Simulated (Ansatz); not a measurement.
`O=C=[N][Ti]([F])([F])[F]` + H₂O → `[OH][Ti]([F])([F])[F]` + `N=C=O` at 600 K and 1 bar (formal hydrolysis of a Ti–N bond).

Program: Ansatz. Geometries: PBE0-D4/def2-TZVP. ΔE: electronic, gas phase. CBS: MP2 limit from def2 TZ/QZ plus the TZ coupled-cluster correction, frozen cores. This one scheme is used for every species. For Ti outer-core shells are correlated without core-valence functions, which leaves a few kJ/mol of doubt a bond. Scalar relativity is left out up to krypton. Each species was taken in one conformer, which may not be the lowest.

```csv
species,CCSD(T)/CBS energy (Eh),H − E (kJ/mol),S (J/(mol·K))
`O=C=[N][Ti]([F])([F])[F]`,-1316.47904,115.7,464.7
H₂O,-76.37941,76.8,212.8
`[OH][Ti]([F])([F])[F]`,-1224.33935,104.8,424.7
`N=C=O`,-168.51995,83.3,274.5
```

H − E and S are ideal-gas, rigid-rotor, harmonic terms from PBE0-D4/def2-TZVP, for one conformer and one mirror image of each species. 1 Eh = 2625.50 kJ/mol, R = 8.31446 J/(mol·K).

Question: By hand: ΔE, ΔH, ΔS and ΔG.

Answer: ΔE = (-1224.33935) + (-168.51995) − (-1316.47904) − (-76.37941) = -0.00085 Eh = -2.2 kJ/mol. Δ(H − E) = 104.8 + 83.3 − 115.7 − 76.8 = -4.4, so ΔH = -6.6 kJ/mol. ΔS = 424.7 + 274.5 − 464.7 − 212.8 = 21.7 J/(mol·K). ΔG = -6.6 − 600 × (21.7)/1000 = -19.6 kJ/mol.

Question: By hand: the equilibrium constant, and the temperature at which ΔG would vanish if ΔH and ΔS stayed fixed.

Answer: log₁₀ K = −ΔG/(RT ln 10) = 1.7. ΔH and −TΔS have one sign here, so there is no such temperature.

TΔS isn't small against ΔH here. A doubt of 5 kJ/mol in ΔE shifts log₁₀ K by 0.4 here. Other conformers and mirror images would add mixing entropy, several J/(mol·K) or more a flexible species. Modes under 60 cm⁻¹, often nearly free rotors, make the harmonic entropy too high. These are equilibria of isolated gas molecules and say nothing of rates. Largest T1 diagnostic: 0.023 (customary marks: 0.02 for closed shells, 0.045 for open ones).
